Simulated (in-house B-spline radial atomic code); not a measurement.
RPA and G0W0 on r2SCAN0: the germanium ion Ge⁴⁺

Configuration [Ar] 3d10, mean-field start r2SCAN0. Computed with a B-spline radial code for spherical atoms: all electrons, non-relativistic, point nucleus, each spin shell either full or empty, empty states to l = 9 with an (l + 1/2)⁻⁴ tail; G0W0 by contour deformation at full frequency.

Command:
```bash
python run_gw.py task.json out
```
Settings (radii: box in bohr, nucleus in fm):
```
Z                        32
electrons                28
configuration            [Ar] 3d10
hamiltonian              nr
method                   r2scan0
lmax                     9
spin_polarised           False
box_radius               11.96
intervals                50
```

Time taken, with all properties: 2 s on 1 thread of Arm Neoverse N1, on a shared host.

Energies (hartree):

```csv
term,value
mean-field total,-2073.16009
Hartree-Fock functional on these orbitals,-2071.74141
direct second order,-2.3701
second-order exchange,0.68596
SOSEX correction,0.6316
```

Q: What is the RPA correlation energy, and what remains with SOSEX?

A: RPA gives -2.0517 hartree (-1.99 eV per electron); RPA + SOSEX gives -1.4201, and the second-order doubles -1.6841 hartree (no singles). RPA lacks exchange-type terms and so overcorrelates at short range.

Quasi-particle levels (eV):

| level | occupied | mean field | Σx - vxc | Σc | QP weight | G0W0 |
| --- | --- | --- | --- | --- | --- | --- |
| 3d | yes | -82.94 | -10.49 | ? | ? | ? |
| 4s | no | -48.57 | 4.83 | -1.28 | 0.990 | -45.03 |

G0W0 = mean field + (Σx - vxc) + Σc, with Σc (partial-wave tail included) taken at the quasi-particle energy. Only the outer levels were computed. Levels of low weight are left out.

Q: Where does G0W0 put 3d?

A: At -91.28 eV, with Σc = 2.15 eV and a quasi-particle weight of 0.951. The tabulated removal energy is 90.5 ± 0.019 eV (NIST, measured); the calculation leaves out relativity, Breit and QED terms, and what these don't explain is the method's own error.
